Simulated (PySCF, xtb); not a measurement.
hexa-1,2-dien-5-yne (C6H6), SMILES C=C=CCC#C. The values are those of a single conformer.

Harmonic wavenumbers (cm⁻¹) from GFN2-xTB (xtb) at its own minimum, in rising order: 45, 150, 189, 288, 307, 408, 506, 556, 639, 663, 850, 852, 899, 977, 989, 1030, 1135, 1162, 1259, 1326, 1432, 1445, 2096, 2293, 2920, 2965, 3040, 3068, 3076, 3398.

**Question.** What does PBE-D3(BJ)/def2-SVP (PySCF) give at its own minimum? (An estimate is asked for; the answer gives what the named calculation found.)

**Answer.** 53, 159, 207, 317, 339, 442, 530, 580, 638, 653, 821, 843, 871, 949, 956, 994, 1106, 1156, 1235, 1309, 1374, 1417, 2028, 2168, 2949, 3014, 3053, 3074, 3137, 3409. Paired by order, the mean absolute difference is 29 cm⁻¹ and the zero-point energies are 57.1 and 56.9 kcal/mol.
